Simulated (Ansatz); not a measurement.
The cluster Ta4Si3. Total charge 0; singlet. Geometry PBE-D4/def2-SVP, basis def2-TZVP, Ansatz.

Cartesian coordinates in Å:
```
Ta 1.471 -0.581 0.865
Ta 2.126 1.093 -0.985
Ta 0.843 -1.009 -1.669
Ta -0.745 0.167 1.968
Si -0.963 -1.458 0.102
Si -2.443 0.791 0.313
Si -0.288 0.997 -0.595
```

```json
{"run": "A", "HOMO (eV)": "-5.60", "LUMO (eV)": "-0.83"}
{"run": "B", "HOMO (eV)": "-3.49", "LUMO (eV)": "-3.17"}
{"run": "C", "HOMO (eV)": "-3.96", "LUMO (eV)": "-2.64"}
{"run": "D", "HOMO (eV)": "-3.63", "LUMO (eV)": "-2.99"}
{"run": "E", "HOMO (eV)": "-3.49", "LUMO (eV)": "-3.28"}
```

In the def2 sets Ta takes a core potential; there is no spin–orbit coupling. LC-ωPBE has ω = 0.4 bohr⁻¹. HSE06 is defined as in plane-wave codes, on full-range PBE exchange. No other spin state of charge 0 was run. Another isomer (triplet) lies 2.26 eV lower at PBE0-D4/def2-TZVP; other spin states weren't run for this one.

Q: The runs used HSE06, LC-ωPBE, PBE, PBE0, r2SCAN. Estimate which is which.

A: A LC-ωPBE (range-separated); B r2SCAN (0 % exact exchange); C PBE0 (25 % exact exchange); D HSE06 (range-separated); E PBE (0 % exact exchange). Exact exchange lowers occupied and raises empty levels; among semilocal functionals meta-GGAs tend to open the gap a little, and such runs are hard to tell apart. The gap grows from 0.21 eV (PBE) to 4.77 eV (LC-ωPBE). The restricted singlet is unstable towards broken spin symmetry in Hartree–Fock (as tested in another run); at LC-ωPBE/def2-TZVP, r2SCAN-D4/def2-TZVP, PBE0-D4/def2-TZVP, HSE06-D4/def2-TZVP and others this wasn't settled.
